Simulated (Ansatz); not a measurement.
Isolated molecules relaxed with PBE0-D4/def2-TZVP in Ansatz; ΔE leaves out vibrations. CCSD(T)/CBS adds triple-zeta CCSD(T) − MP2 to the extrapolated MP2 energy (def2 sets, frozen cores). This one scheme is used for every species. DFT in def2-TZVPP. B3LYP here is the variant with VWN-RPA as its local correlation; programs differ in this. One conformer a species, not always the lowest.

Consider the substitution at a C–C bond: `CC(=O)C(F)F` + `CB(O)F` → `CB(F)OC(C)=O` + difluoromethane.

`CC(=O)C(F)F`:

Cartesian coordinates in Å:
```
C 0.260 -1.224 0.345
C 0.012 0.220 0.640
O 0.015 0.710 1.736
C -0.263 1.124 -0.569
F 0.799 1.087 -1.410
F -1.340 0.659 -1.247
H 0.445 -1.764 1.270
H 1.116 -1.321 -0.329
H -0.602 -1.648 -0.177
H -0.445 2.156 -0.260
```

`CB(O)F`:

```xyz
8

C    -0.169    0.442    0.905
B     0.177   -0.090   -0.519
O    -0.235   -1.304   -0.953
F     0.905    0.664   -1.357
H    -0.715    1.387    0.834
H    -0.764   -0.265    1.482
H     0.749    0.662    1.459
H     0.053   -1.496   -1.851
```

`CB(F)OC(C)=O`:

Z-matrix (Å, degrees):
```
C
B 1 1.553
H 1 1.091 2 112.9
H 1 1.095 2 108.8 3 -117.0
H 1 1.091 2 111.2 3 124.2
F 2 1.327 1 120.6 3 -145.8
O 2 1.380 1 126.9 3 32.5
C 7 1.361 2 125.2 1 13.8
C 8 1.494 7 111.0 2 -160.5
O 8 1.195 7 123.2 2 21.1
H 9 1.092 8 109.5 7 -56.9
H 9 1.092 8 109.6 7 60.2
H 9 1.087 8 110.0 7 -178.3
```

`FCF`:

```xyz
5

F     0.041    1.289   -0.230
C     0.025   -0.050   -0.048
F    -0.517   -0.315    1.161
H    -0.602   -0.503   -0.821
H     1.054   -0.420   -0.061
```

| level | ΔE (kcal/mol) | difference from CCSD(T)/CBS |
| --- | --- | --- |
| PBE-D4 | -3.8 | -0.9 |
| r2SCAN-D4 | -4.7 | -1.8 |
| PBE0-D4 | -4.3 | -1.4 |
| B3LYP-D4 | -4.6 | -1.7 |
| r2SCAN | -4.5 | -1.6 |
| PBE0 | -4.0 | -1.1 |
| B3LYP | -4.1 | -1.2 |
| MP2/def2-TZVPP | -3.6 | -0.7 |
| SCS-MP2/def2-TZVPP | -3.6 | -0.7 |
| CCSD/def2-TZVPP | -3.4 | -0.5 |
| CCSD(T)/def2-TZVPP | -3.4 | -0.5 |
| HF/def2-QZVPP | -6.4 | -3.5 |
| MP2/def2-QZVPP | -3.4 | -0.5 |
| SCS-MP2/def2-QZVPP | -3.4 | -0.5 |
| HF/CBS(def2) | -6.4 | -3.5 |
| CCSD/CBS(def2) | -2.9 | 0.0 |
| CCSD(T)/CBS | -2.9 | 0 |

Largest T1 diagnostic among the species: 0.014.

In def2-TZVPP, CCSD(T) changes the Hartree–Fock value by +2.8 kcal/mol (the triples alone add +0.0 kcal/mol) and MP2 by +2.6 kcal/mol.
